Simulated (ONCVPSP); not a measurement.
# What one change does to a pseudopotential (technetium, ONCV)

technetium, optimised norm-conserving Vanderbilt (ONCV), made with ONCVPSP 4.0.1 (PBE, scalar-relativistic). Core [Ar] 3d10, reference 4s2 4p6 4d5 5s1 (charge +1). Waves: 4s+5s: rc 1.55 bohr, ncon 3, nbas 7, qcut 6.3 1/bohr, 2 projectors; 4p: rc 1.70 bohr, ncon 4, nbas 8, qcut 7.4 1/bohr, 2 projectors, debl 2.1 Ha; 4d: rc 2.25 bohr, ncon 4, nbas 8, qcut 7.9 1/bohr, 2 projectors, debl 0.7 Ha. Local part: polynomial inside 1.45 bohr (lpopt 5, dvloc0 0 Ha). Core correction: none.

All-electron outer shells of the reference configuration (PBE, scalar-relativistic, ld1.x):

```tsv
shell	level (eV)	outermost node (bohr)	outermost maximum (bohr)
3d	-257.41	–	0.31
4s	-80.94	0.50	0.95
4p	-52.92	0.51	1.03
4d	-14.10	0.50	1.27
5s	-11.39	1.27	2.62
```

Change: s: rc 1.72.

Cutoffs: the cutoffs (Ha) at which the residual kinetic energy of the hardest occupied pseudo-wave falls to 1 and 0.1 mHa per electron; they do not see the model core or the augmentation charge, which bear on the density cutoff. Errors are all-electron minus pseudo energies relative to the spin-unpolarised reference configuration.

Q: Predict the effect on cutoff, ghosts and configuration errors.

A: The potential gets neither clearly harder nor softer (19 Ha and 22 Ha → 19 Ha and 22 Ha); the d channel sets the loose cutoff, while the largest relative change is in s, which becomes softer; the errors of the 4 common tests hardly move; neither file shows a bound ghost.

| quantity | base | changed |
| --- | --- | --- |
| cutoff, loose | 19 Ha | 19 Ha |
| cutoff, tight | 22 Ha | 22 Ha |
| loose cutoff by channel | s 16 Ha, p 13 Ha, d 19 Ha | s 14 Ha, p 13 Ha, d 19 Ha |
| bound ghosts | none | none |
| GHOST(+) flags under 300 eV | none | none |
| error for 4s2 4p6 4d5 5s2, meV [ΔE -8.15 eV] | +1.0 | +0.8 |
| error for 4s2 4p6 4d5 5s0, meV [ΔE 14.85 eV] | -3.0 | -3.4 |
| error for 4s2 4p6 4d4 5s0, meV [ΔE 43.56 eV] | +2.3 | +2.3 |
| error for 4s2 4p6 4d5 5s1 5p1, meV [ΔE -4.40 eV] | +0.9 | +0.9 |
| p: phases at 1.73 bohr within 0.05 rad from the reference energy up to (Ha; the scan ends near 5) | to the end of the scan | to the end of the scan |
| d: phases at 2.28 bohr within 0.05 rad from the reference energy up to (Ha; the scan ends near 5) | 1.3 | 1.3 |
